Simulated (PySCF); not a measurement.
## Finite-field polarisability of K (potassium, neutral)

[Ar] 4s1, 2S determinant. Calculation: PySCF 2.14, in x2c-QZVPPall with one added diffuse shell each of s, p, d, f type (12s8p5d4f, 89 functions); the spin-free X2C one-electron Hamiltonian (Gaussian nucleus). Frozen: [Ne]. Energy changes in a uniform field (μhartree):

```csv
axis,F (au),HF,MP2,CCSD,CCSD(T)
x,0.0007,-99.984,-66.897,-74.775,-72.370
x,0.0014,-400.126,-268.394,-299.468,-289.885
```

(1) Derive α along x at CCSD(T) from the two fields.

(2) And the mean polarisability at each level?

Answers

(1) With ΔE = −αF²/2 − γF⁴/24, α = −(16 ΔE(F) − ΔE(2F))/(6F²) = 295.3 bohr³.

(2) HF 408.0, MP2 272.8, CCSD 305.1, CCSD(T) 295.3 bohr³. Reference: 289.7 ± 0.3 bohr³ (recommended; Schwerdtfeger and Nagle, table of static dipole polarizabilities (2023 update)).
